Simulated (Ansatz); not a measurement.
System: H$_{2}$BO, charge 0, doublet. H2BO (SMILES B[O], doublet).
B3LYP-D3(BJ)/def2-TZVP minimum from Ansatz (a quantum-chemistry and plane-wave program):
```xyz
4

B      0.0438    -0.0198     0.5998
H     -0.8593     0.3906     1.2918
H      1.0358    -0.4704     1.1249
O     -0.0495     0.0223    -0.6769
```
Charge 0, spin multiplicity 2.

Hartree-Fock and CCSD correlation energies in hartree (Ansatz). Radicals and triplets start from unrestricted determinants; spin-orbit coupling is neglected. Correlated methods leave the cores frozen. No relativity.

| basis | X | E(HF) | E(corr, CCSD) |
|---|---|---|---|
| cc-pVTZ | 3 | -100.73941 | -0.32607 |
| cc-pVQZ | 4 | -100.74716 | -0.34673 |
| cc-pV5Z | 5 | -100.74896 | withheld |

Task: Fit E(corr) = E∞ + A/X³ to X = 3 and 4, predict X = 5, and compare with the run.

Result: A = (-0.32607 - (-0.34673))/(1/27 - 1/64) = 0.9649; E∞ = -0.34673 - A/64 = -0.36181; at X = 5, E∞ + A/125 = -0.35409. The run gave -0.35371, 0.38 mEh above the prediction. The same form on X = 4 and 5 gives E∞ = -0.36103, 0.77 mEh above the first estimate.
